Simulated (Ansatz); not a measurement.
Abridged output of a molecular run in Ansatz:

```
Functional definition: HF
2110 factors; integrals over basis functions are off by at most 9.8e-4 eV
mean field evaluation 1: about -22801.0932 eV, gradient 5.0e1 eV
mean field evaluation 2: about -22801.2581 eV, gradient 5.0e1 eV
mean field evaluation 4: about -22806.9223 eV, gradient 4.9e0 eV
mean field evaluation 8: about -22807.0031 eV, gradient 3.5e-1 eV
mean field -22807.00369147 eV, -838.1419265192 hartree, gradient 5.0e-6 eV, S^2 0.000000; 0 other end points of the search recorded, 0 dependent functions left out
13 core orbitals not correlated: weight in the atoms' cores, before any rotation towards them, 1.000 or more for the frozen orbitals, at most 0.000 for the correlated occupied ones
reference -22807.00369147 eV, -838.1419265192 hartree; 23, 23 occupied and 292, 292 virtual orbitals, 2110 factors
second order -34.22442079 eV of doubles, -0.00000000 eV of singles
cycle   1  -34.36774910 eV  change   -1.4e-1 eV  update   1.3e-1
cycle   2  -35.15890125 eV  change   -7.9e-1 eV  update   3.9e-2
cycle   3  -35.34711080 eV  change   -1.9e-1 eV  update   2.4e-2
cycle   4  -35.33617936 eV  change    1.1e-2 eV  update   7.2e-3
cycle   5  -35.33069084 eV  change    5.5e-3 eV  update   4.2e-3
cycle   6  -35.33211070 eV  change   -1.4e-3 eV  update   1.6e-3
cycle   7  -35.33174754 eV  change    3.6e-4 eV  update   7.1e-4
cycle   8  -35.33160390 eV  change    1.4e-4 eV  update   2.3e-4
cycle   9  -35.33171461 eV  change   -1.1e-4 eV  update   1.0e-4
cycle  10  -35.33172181 eV  change   -7.2e-6 eV  update   3.7e-5
perturbative correction -1.39478887 eV, -0.0512575457 hartree
Total energy: -22843.73020216 eV, -839.4916008927 hartree
```

Its atoms:

Z-matrix (Å, degrees):
```
C
N 1 1.439
H 1 1.101 2 112.0
H 1 1.092 2 111.0 3 120.5
H 1 1.100 2 111.0 3 -119.7
C 2 1.439 1 113.5 3 59.6
In 2 1.995 1 122.8 3 -112.4
H 6 1.101 2 112.3 1 -60.6
H 6 1.100 2 111.1 1 59.2
H 6 1.093 2 111.4 1 178.7
N 7 2.013 2 127.9 1 -177.9
Cl 7 2.334 2 114.2 1 -7.1
H 11 1.011 7 115.8 2 -38.6
H 11 1.011 7 113.7 2 -165.2
```

Question: Which basis set was used?
A. def2-SVPD
B. cc-pV(Q+d)Z
C. def2-TZVPP
D. def2-SVP

Answer: C. It gives 328 functions.

Question: Write the keys of the input that set method, charge and spin (a neutral closed shell needs none for the last two).

Answer: 
```yaml
correlation: {method: ccsd_t}
```
